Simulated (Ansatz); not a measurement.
A run on CH$_{5}$NO$_{2}$SW, SMILES `C[O][W]([NH2])(=[O])=[S]` with other settings.

```yaml
crystal:
  periodic: [false, false, false]
  atoms:
    - {symbol: C, position_ang: [-0.490220, -1.057013, 1.728479]}
    - {symbol: O, position_ang: [0.435887, -0.472843, 0.844834]}
    - {symbol: W, position_ang: [0.509628, 0.895766, -0.410065]}
    - {symbol: N, position_ang: [0.286318, 0.204058, -2.201664]}
    - {symbol: O, position_ang: [2.048128, 1.619255, -0.330308]}
    - {symbol: S, position_ang: [-1.068459, 2.290291, -0.012673]}
    - {symbol: H, position_ang: [-1.284063, -0.347814, 1.978257]}
    - {symbol: H, position_ang: [-0.930782, -1.944287, 1.265642]}
    - {symbol: H, position_ang: [0.034381, -1.354373, 2.639162]}
    - {symbol: H, position_ang: [1.060716, 0.046328, -2.828913]}
    - {symbol: H, position_ang: [-0.601534, 0.120643, -2.672730]}
basis:
  gaussian: {orbitals: def2-mTZVPP, point_charges: [{charge: -1.00, position_ang: [6.209, 0.681, 0.302]}]}
magnetization: {spin_polarized: true, initial_magnetization: 0}
hamiltonian: {xc: {name: B97}}
scf: {lower_state_search: off}
output: {forces: true}
```

```sh
$ ansatz run in.yaml --threads 2 --pin off --events-out ev --progress --plain --max-ram 20480MiB --backend cpu
```

Shortened log:

```
Functional definition: B97
1561 factors; their error is unknown
mean field evaluation 1: about -19349.7730 eV, gradient 7.0e1 eV
mean field evaluation 2: about -19205.9432 eV, gradient 2.0e2 eV
mean field evaluation 4: about -19364.5067 eV, gradient 2.6e1 eV
mean field evaluation 8: about -19366.9013 eV, gradient 6.4e-1 eV
mean field evaluation 16: about -19366.9652 eV, gradient 5.0e-4 eV
mean field -19366.96519927 eV, -711.7228436727 hartree, gradient 4.2e-6 eV, S^2 0.000000; 0 other end points of the search recorded, 0 dependent functions left out
reference -19366.96522444 eV, -711.7228445976 hartree; 32, 32 occupied and 147, 147 virtual orbitals, 1561 factors
Total energy: -19366.96522444 eV, -711.7228445976 hartree
Atom 0 at    -0.490220    -1.057013     1.728479 Å, force    -0.043602    -0.031238     0.040268 eV/Å
Atom 1 at     0.435887    -0.472843     0.844834 Å, force     0.111813    -0.483780     0.417168 eV/Å
Atom 2 at     0.509628     0.895766    -0.410065 Å, force     0.671414    -0.097133    -0.154801 eV/Å
Atom 3 at     0.286318     0.204058    -2.201664 Å, force    -0.056059    -0.198896    -0.440322 eV/Å
Atom 4 at     2.048128     1.619255    -0.330308 Å, force     0.162526     0.198407    -0.011362 eV/Å
Atom 5 at    -1.068459     2.290291    -0.012673 Å, force    -0.858675     0.758354     0.200082 eV/Å
Atom 6 at    -1.284063    -0.347814     1.978257 Å, force    -0.084827     0.055941     0.036276 eV/Å
Atom 7 at    -0.930782    -1.944287     1.265642 Å, force    -0.054212    -0.095499    -0.029630 eV/Å
Atom 8 at     0.034381    -1.354373     2.639162 Å, force     0.051513    -0.030730     0.080256 eV/Å
Atom 9 at     1.060716     0.046328    -2.828913 Å, force     0.135391    -0.007014    -0.074264 eV/Å
Atom 10 at    -0.601534     0.120643    -2.672730 Å, force    -0.079867    -0.013806    -0.049644 eV/Å
Dipole moment:     0.033677    -0.798582    -0.267564 e Å
Checks for a lower state left out: stability, starts, cluster_reference, orbital_swaps, neighbouring_geometries, increment
```

It took 17 s on 2 threads of an AMD EPYC 7R13 on a shared host, with 0.65 GiB of host memory at the peak.
